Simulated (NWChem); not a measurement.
C$_{3}$H$_{5}$BF$_{2}$; SMILES C1B(F)[C@@H](F)C1

```xyz
11

F      1.0620    -1.6546    -0.3680
B      0.1588    -0.7977     0.0760
C     -1.4182    -0.7449    -0.0255
C     -1.1778     0.7993    -0.1847
C      0.2358     0.7321     0.4846
F      1.2164     1.5732    -0.0170
H     -1.9284    -1.2543    -0.8479
H     -1.9451    -0.9765     0.9069
H     -1.9056     1.4664     0.2874
H     -1.0708     1.0780    -1.2380
H      0.1381     0.9088     1.5647
```
Atoms are numbered in this order, from 1.

Results from NWChem. Coordinates come from a B3LYP/6-31G* (spherical d) optimisation. GIAO values for the isolated, static molecule; σ is the absolute isotropic shielding, δ = σ(reference) − σ with the isolated reference molecule computed at the same levels (11B: boron trifluoride, 13C: tetramethylsilane, 1H: tetramethylsilane).

**Question.** What does the run give for PBE0/pcSseg-1? Quantities: δ B2 (ppm); δ C3 (ppm); δ C4 (ppm); δ H7 (ppm); δ H8 (ppm); δ H10 (ppm); δ H11 (ppm).

**Answer.** The δ B2 (ppm) comes out as 41.9 and the δ C3 (ppm) comes out as 15.3. The δ C4 (ppm) is 20.5 and the δ H7 (ppm) comes out as 1.31. The δ H8 (ppm) is 1.01 and the δ H10 (ppm) is 1.49. The δ H11 (ppm) is 4.94.
